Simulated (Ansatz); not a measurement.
The molecule CsSr, multiplicity 2 (lowest of 2S+1 = 2, 4 at CCSD(T)/def2-TZVPP on PBE0 minima; our sources give no spin for the ground state, which may be another). No spin–orbit coupling.

The constants come from a fifth-degree fit in 1/R (seven points, main isotopes). In def2 and cc sets the state is the lowest found near the PBE0 minimum, followed along R.

Correlated levels freeze the inner cores; with def2 sets outer-core shells near the valence are correlated too.

Codes used: Ansatz (a quantum-chemistry and plane-wave program) with Gaussian orbitals. Each number belongs to the level named beside it. In def2 rows elements past Kr take small-core potentials, without spin–orbit coupling.

```
level                 r_e (Å)  ω_e (cm⁻¹)  ω_e x_e (cm⁻¹)  dipole (D)
--------------------  -------  ----------  --------------  ----------
SVWN5/def2-TZVPP        4.712          41            0.20        1.34
r2SCAN/def2-TZVPP       4.950          38            0.19        3.28
B97M-V/def2-TZVPP       4.968          37            0.20        2.42
CAM-B3LYP/def2-TZVPP    5.161          25            0.31        1.05
wB97X-V/def2-TZVPP      4.988          33            0.27        1.92
wB97M-V/def2-TZVPP      4.952           ?            0.24        1.18
B2PLYP/def2-TZVPP       5.170          25            0.28           -
CCSD(T)/def2-QZVPP          ?           ?            0.30           -
```

Task: Fill in the missing entries.

Result: 
- CCSD(T)/def2-QZVPP, r_e (Å): 4.945
- CCSD(T)/def2-QZVPP, ω_e (cm⁻¹): 32
- wB97M-V/def2-TZVPP, ω_e (cm⁻¹): 31

Doubts at one or more of the structures used: a spin-contaminated determinant (CCSD(T)/def2-QZVPP).
